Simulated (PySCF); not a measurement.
A structure optimised at PBE-D3(BJ)/def2-SVP, used in a PySCF frequency run:

```xyz
5

Cl    -1.4588     0.8422     1.0117
C      0.0000     0.0000     0.4276
Cl     0.0000    -1.6845     1.0117
Cl     1.4588     0.8422     1.0117
Br     0.0000     0.0000    -1.5475
```

### Question
Write its SMILES, formula and point group.

### Answer
ClC(Cl)(Cl)Br, CBrCl3, C3v

### Question
What are its rotational constants (standard atomic weights)?

### Answer
1.6747, 1.1164, 1.1164 GHz
